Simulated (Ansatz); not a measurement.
Reaction (ligand exchange at the Si–Cl bond): `Cl[SiH](Cl)Cl` + `S[SiH2]Cl` → `Cl[SiH2]S[SiH](Cl)Cl` + HCl

Calculated with Ansatz (gas phase, PBE0-D4/def2-TZVP geometries, no zero-point term in ΔE). CCSD(T)/CBS adds triple-zeta CCSD(T) − MP2 to the extrapolated MP2 energy (def2 sets, frozen cores). This one scheme is used for every species. DFT in def2-TZVPP. B3LYP here is the variant with VWN-RPA as its local correlation; programs differ in this. Each species was taken in one conformer, which may not be the lowest.

```json
{"level": "PBE-D4", "ΔE (kJ/mol)": "26.4", "difference from CCSD(T)/CBS": "-4.2"}
{"level": "r2SCAN-D4", "ΔE (kJ/mol)": "33.5", "difference from CCSD(T)/CBS": "2.9"}
{"level": "B3LYP-D4", "ΔE (kJ/mol)": "28.8", "difference from CCSD(T)/CBS": "-1.8"}
{"level": "ωB97M-V", "ΔE (kJ/mol)": "34.0", "difference from CCSD(T)/CBS": "3.4"}
{"level": "PBE", "ΔE (kJ/mol)": "36.6", "difference from CCSD(T)/CBS": "6.0"}
{"level": "B3LYP", "ΔE (kJ/mol)": "45.2", "difference from CCSD(T)/CBS": "14.6"}
{"level": "HF/def2-TZVPP", "ΔE (kJ/mol)": "51.9", "difference from CCSD(T)/CBS": "21.3"}
{"level": "CCSD/def2-TZVPP", "ΔE (kJ/mol)": "35.6", "difference from CCSD(T)/CBS": "5.0"}
{"level": "HF/CBS(def2)", "ΔE (kJ/mol)": "52.7", "difference from CCSD(T)/CBS": "22.1"}
{"level": "CCSD/CBS(def2)", "ΔE (kJ/mol)": "34.3", "difference from CCSD(T)/CBS": "3.7"}
{"level": "CCSD(T)/CBS", "ΔE (kJ/mol)": "30.6", "difference from CCSD(T)/CBS": "0"}
```

Largest T1 diagnostic among the species: 0.010.

The D4 term adds −16.3 kJ/mol with B3LYP and −9.6 kJ/mol with PBE0; it sums over pairs of atoms, weighted by their polarisabilities, and B3LYP, whose exchange is more repulsive, gets the larger term. In def2-TZVPP, CCSD(T) changes the Hartree–Fock value by −19.9 kJ/mol (the triples alone add −3.6 kJ/mol) and MP2 by −22.6 kJ/mol.
